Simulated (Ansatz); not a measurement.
Stepwise reaction of `[F][Ga]([F])[I]` with hydrogen, as a gas-phase model of exchange steps in deposition or etching. ΔE in kJ/mol; ΔG adds harmonic PBE0-D4 terms to CCSD(T)/CBS, at 1 bar.

Program: Ansatz. Geometries: PBE0-D4/def2-TZVP. ΔE: electronic, gas phase. CCSD(T)/CBS is the MP2 limit (def2-TZVPP, def2-QZVPP) plus CCSD(T) − MP2 in def2-TZVPP, frozen cores. This one scheme is used for every species. DFT in def2-TZVPP. B3LYP here is the variant with VWN-RPA as its local correlation; programs differ in this. def2 core potentials past Kr. For Ga, I outer-core shells are correlated without core-valence functions, which leaves a few kJ/mol of doubt a bond. Scalar relativity is left out up to krypton.

```
step                                      reaction  PBE-D4  B3LYP-D4  ωB97M-V  CCSD(T)/CBS  ΔG(600 K)
   1  `[F][Ga]([F])[I]` + H₂ → `[F][GaH][I]` + H–F    48.0      51.4     49.0         46.1       40.3
   2        `[F][GaH][I]` + H₂ → `[GaH2][I]` + H–F    71.3      74.1     70.6         67.0       68.2
```

(1) By hand: ΔE of the 2 steps together at CCSD(T)/CBS.

Answers

(1) (46.1) + (67.0) = 113.1 kJ/mol, or 56.5 kJ/mol a step.

In ΔE each step is higher than the one before. All are uphill at CCSD(T)/CBS. ΔG lies between 40.3 and 68.2 kJ/mol a step. PBE-D4 differs from CCSD(T)/CBS by 1.9 to 4.3 kJ/mol a step. Isolated molecules leave out the surface, adducts and barriers. Largest T1 diagnostic: 0.013.
